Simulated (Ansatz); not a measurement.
`C[N](C)[ZnH]` + `[SH][GaH2]` → `[ZnH][S][GaH2]` + `CNC` at 298.15 K and 1 bar (ligand exchange at a Zn–N bond).

Calculated with Ansatz (gas phase, PBE0-D4/def2-TZVP geometries, no zero-point term in ΔE). CBS: MP2 limit from def2 TZ/QZ plus the TZ coupled-cluster correction, frozen cores. For Ga, Zn outer-core shells are correlated without core-valence functions, which leaves a few kJ/mol of doubt a bond. Scalar relativity is left out up to krypton.

```
         species  CCSD(T)/CBS energy (Eh)  H − E (kJ/mol)  S (J/(mol·K))
  `C[N](C)[ZnH]`              -1913.37223           248.8          323.5
    `[SH][GaH2]`              -2323.53734            73.1          277.9
`[ZnH][S][GaH2]`              -4101.94463            75.6          337.0
           `CNC`               -135.00321           256.9          271.4
```

H − E and S are ideal-gas, rigid-rotor, harmonic terms from PBE0-D4/def2-TZVP. 1 Eh = 2625.50 kJ/mol, R = 8.31446 J/(mol·K).

**Question.** By hand: ΔE, ΔH, ΔS and ΔG.

**Answer.** ΔE = (-4101.94463) + (-135.00321) − (-1913.37223) − (-2323.53734) = -0.03827 Eh = -100.5 kJ/mol. Δ(H − E) = 75.6 + 256.9 − 248.8 − 73.1 = 10.6, so ΔH = -89.9 kJ/mol. ΔS = 337.0 + 271.4 − 323.5 − 277.9 = 7.0 J/(mol·K). ΔG = -89.9 − 298.15 × (7.0)/1000 = -92.0 kJ/mol.

**Question.** By hand: the equilibrium constant, and the temperature at which ΔG would vanish if ΔH and ΔS stayed fixed.

**Answer.** log₁₀ K = −ΔG/(RT ln 10) = 16.1. ΔH and −TΔS have one sign here, so there is no such temperature.

The number of gas molecules stays the same, so ΔS is small and ΔH decides. A doubt of 5 kJ/mol in ΔE shifts log₁₀ K by 0.9 here. These are equilibria of isolated gas molecules and say nothing of rates. Largest T1 diagnostic: 0.015 (customary marks: 0.02 for closed shells, 0.045 for open ones).
